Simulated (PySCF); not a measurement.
The isolated species GeEt(SiH3)3 (`C[CH2][Ge]([SiH3])([SiH3])[SiH3]`) is ionised with Mg Kα (hν = 1253.6 eV). Calculated photoelectron kinetic energies of its computed core levels, recoil neglected:

```
line  kinetic energy (eV)
   1              1147.37
   2              1146.75
   3               963.49
   4               962.99
```

Computed, not measured: delta-SCF UKS SCAN, pcX-2 on the ionised atom, pcseg-1 elsewhere, spin-free X2C (PySCF 2.14.0).

Which element, shell and site does each line come from? Bonds: Ge1–C2, Ge1–Si9, Ge1–Si13, Ge1–Si17, C2–C3. Hydrogens: H4, H5 on C2; H6, H7, H8 on C3; H10, H11, H12 on Si9; H14, H15, H16 on Si13; H18, H19, H20 on Si17.

Against the vacuum level, binding energy = hν − kinetic energy.

```tsv
line	binding energy (eV)	level	atoms	environment
1	106.23	Si 2p3/2	Si9/Si13/Si17	silicon bonded to Ge and 3 H
2	106.85	Si 2p1/2	Si9/Si13/Si17	silicon bonded to Ge and 3 H
3	290.11	C 1s	C2	carbon bonded to C, Ge and 2 H
4	290.61	C 1s	C3	carbon bonded to C and 3 H
```

Out of reach at this photon energy: Si 1s (1846.0 eV).

Where does line 2 move with hν = 1000.0 eV?

To 1000.0 − 106.85 = 893.15 eV; every photoline shifts by the change in photon energy, -253.6 eV.

The listed C 1s values span 0.50 eV, from C2 (bonded to C, 2 H and Ge) to C3 (bonded to C and 3 H).

Which photon energy gives electrons from Si 2p3/2 of Si9/Si13/Si17 a kinetic energy of 100 eV, and what is their de Broglie wavelength?

hν = 106.23 + 100 = 206.23 eV, recoil neglected; λ = 12.264 Å/√(E/eV) = 1.23 Å.

Other core shells, valence and Auger electrons aren't listed. Topologically equivalent atoms share the value of their first member; where this conformer doesn't relate them by symmetry, their own values could differ. The 2p values aren't plain energy differences: one relaxed spin-free 2p hole is combined with a matrix within the shell (ground-state 2p orbital-energy differences and spin–orbit coupling). 2p3/2, the mean of its two sublevels, lies a third of the splitting below the shell's mean and 2p1/2 two thirds above it; the statistical areas are 2:1. 2p1/2 minus 2p3/2 (ligand field included): Si 0.62 eV. No level of germanium is listed. Geometry: PBE0-D3(BJ)/def2-SVP; no solvent, vibrations or thermal averaging.

Hardware: one thread, Intel Xeon Platinum 8259CL at 2.50 GHz (x86_64), shared host. Cost: 68 s, 0.92 GiB resident at most.
